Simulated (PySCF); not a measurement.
Species: C3H12BN.
Atom-mapped SMILES: `[CH3:1][CH:2]([CH3:3])[BH2-:4][NH3+:5]` (hydrogens: H6, H7, H8 on C1; H9 on C2; H10, H11, H12 on C3; H13, H14 on B4; H15, H16, H17 on N5)

Cartesian coordinates in Å at the GFN2-xTB level; atoms count from 1:
```xyz
17
C3H12BN angstrom
C     -0.732    1.316    0.347
C     -0.461   -0.193    0.351
C     -1.735   -0.919   -0.084
B      0.797   -0.626   -0.600
N      2.114    0.169    0.004
H     -1.642    1.551    0.901
H     -0.860    1.673   -0.673
H      0.081    1.879    0.810
H     -0.269   -0.484    1.395
H     -2.580   -0.668    0.558
H     -1.585   -1.995   -0.052
H     -1.989   -0.646   -1.106
H      0.692   -0.249   -1.725
H      1.064   -1.785   -0.516
H      2.231   -0.097    0.976
H      1.929    1.163   -0.065
H      2.938   -0.076   -0.531
```

Vertical excitations from PySCF (density fitting, frozen core in the response, grid level 2 and gas phase unless stated; continuum runs use non-equilibrium linear response for the excitations) on a GFN2-xTB geometry. Reference run:

```csv
settings,"S1, eV (f)","S2, eV (f)","S3, eV (f)","S4, eV (f)","S5, eV (f)","S6, eV (f)","T1, eV (Tamm–Dancoff)",mean α (au)
"PBE0/def2-SVPD, full TDDFT, 6 singlets",5.85 (0.004),6.30 (0.006),7.23 (0.007),7.40 (0.021),7.49 (0.014),7.53 (0.033),5.78,66.5
```

Task: What do these settings give: PBE0/3-21G, energy threshold 1e-06 Eh, full TDDFT, 1 singlet?

Result: 
| settings | S1, eV (f) | S2, eV (f) | S3, eV (f) | S4, eV (f) | S5, eV (f) | S6, eV (f) | T1, eV (Tamm–Dancoff) | mean α (au) |
| --- | --- | --- | --- | --- | --- | --- | --- | --- |
| PBE0/3-21G, energy threshold 1e-06 Eh, full TDDFT, 1 singlet | 7.26 (0.003) | – | – | – | – | – | 7.15 | 49.9 |

S1 moves by +1.41 eV. States are counted by energy in each run and needn't keep their character from row to row.

Task: Which orbital pairs make up S1 in each run, and how does it sit against the orbital gap?

Result: 
```json
{"settings": "PBE0/def2-SVPD, full TDDFT, 6 singlets", "S1 configurations (weight)": "H→L 0.99", "S1 (eV)": "5.85", "orbital gap (eV)": "6.92", "S1 − gap (eV)": "-1.07"}
{"settings": "PBE0/3-21G, energy threshold 1e-06 Eh, full TDDFT, 1 singlet", "S1 configurations (weight)": "H→L 0.99", "S1 (eV)": "7.26", "orbital gap (eV)": "8.52", "S1 − gap (eV)": "-1.26"}
```

One conformer stands for the species.
